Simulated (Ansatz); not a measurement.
The same redistribution along the group S, Se, Te.

Gas-phase electronic energies from Ansatz, PBE0-D4/def2-TZVP geometries. CCSD(T)/CBS is the MP2 limit (def2-TZVPP, def2-QZVPP) plus CCSD(T) − MP2 in def2-TZVPP, frozen cores. Functionals use def2-TZVPP. B3LYP here is the variant with VWN-RPA as its local correlation; programs differ in this. def2 core potentials past Kr. For Ge, Se, Te outer-core shells are correlated without core-valence functions, which leaves a few kJ/mol of doubt a bond. Scalar relativity is left out up to krypton. Each species was taken in one conformer, which may not be the lowest.

```
                                                                      reaction  B2PLYP (kcal/mol)  B3LYP-D4 (kcal/mol)
        `[SiH3][SiH2]S` + `C=[C]([SiH3])[GeH3]` → `C=[C](S)[GeH3]` + trisilane               20.3                 19.3
`[SiH3][SiH2][SeH]` + `C=[C]([SiH3])[GeH3]` → `C=[C]([GeH3])[SeH]` + trisilane               21.5                 20.9
`[SiH3][SiH2][TeH]` + `C=[C]([SiH3])[GeH3]` → `C=[C]([GeH3])[TeH]` + trisilane               19.8                 19.3
```

Q: Give the CCSD(T)/CBS values in the same order. (Estimate.)

A: Computed: 20.6, 22.1, 19.8 kcal/mol.

Largest T1 diagnostic: 0.013, for `[SiH3][SiH2][SiH3]`.
